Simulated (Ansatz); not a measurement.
Consider the hydrogenolysis of a C–Br bond: `F/C(Cl)=C(/F)Br` + H₂ → `F/C=C(\F)Cl` + HBr.

Program: Ansatz. Geometries: PBE0-D4/def2-TZVP. ΔE: electronic, gas phase. CBS: MP2 limit from def2 TZ/QZ plus the TZ coupled-cluster correction, frozen cores. This one scheme is used for every species. Double bonds are as drawn, so ΔE can hold a change between cis and trans. For Br outer-core shells are correlated without core-valence functions, which leaves a few kJ/mol of doubt a bond. Scalar relativity is left out up to krypton.

```tsv
species	CCSD(T)/CBS(def2) energy (Eh)
`F/C(Cl)=C(/F)Br`	-3308.71905
H₂	-1.17544
`F/C=C(\F)Cl`	-736.00915
HBr	-2573.91920
```

**Question.** Work out ΔE.

**Answer.** ΔE = (-736.00915) + (-2573.91920) − (-3308.71905) − (-1.17544) = -0.03386 Eh = -88.9 kJ/mol.

Largest T1 diagnostic among the species: 0.012.

The D4 term adds +9.9 kJ/mol with B3LYP and +5.2 kJ/mol with PBE0; it sums over pairs of atoms, weighted by their polarisabilities, and B3LYP, whose exchange is more repulsive, gets the larger term. In def2-TZVPP, CCSD(T) changes the Hartree–Fock value by +32.8 kJ/mol (the triples alone add +7.7 kJ/mol) and MP2 by +42.5 kJ/mol.

B3LYP here is the variant with VWN-RPA as its local correlation; programs differ in this.
